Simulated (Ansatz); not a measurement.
Z-matrix (Å, degrees):
```
C
O 1 1.414
H 1 1.094 2 111.5
H 1 1.091 2 108.3 3 120.0
H 1 1.093 2 110.3 3 -121.1
Si 2 1.627 1 126.0 3 34.7
F 6 1.603 2 111.5 1 65.4
N 6 1.705 2 110.7 1 -49.0
Si 6 2.335 2 104.8 1 -176.8
H 8 1.006 6 121.8 2 -61.5
H 8 1.007 6 120.5 2 147.3
H 9 1.489 6 109.3 2 66.3
H 9 1.487 6 112.0 2 -54.3
H 9 1.489 6 109.9 2 -175.3
```

Total charge 0; spin multiplicity 1.

**Question.** List the PBE/def2-TZVPP orbital energies in eV (Ansatz). (Best estimate.)

**Answer.** Ansatz gave: Occupied: -1780.66, -1779.26, -659.56, -510.38, -380.20, -270.16, -138.19, -137.06, -94.99, -94.93, -94.89, -93.79, -93.78, -93.78, -29.29, -25.40, -21.29, -17.08, -13.78, -12.82, -12.52, -11.70, -11.36, -11.06, -10.67, -10.09, -9.69, -8.38, -8.34, -7.67, -7.38, -7.03, -6.22. Lowest empty: -0.53, -0.36, 0.13, 0.50, 1.01, 1.28, 1.47, 1.68.
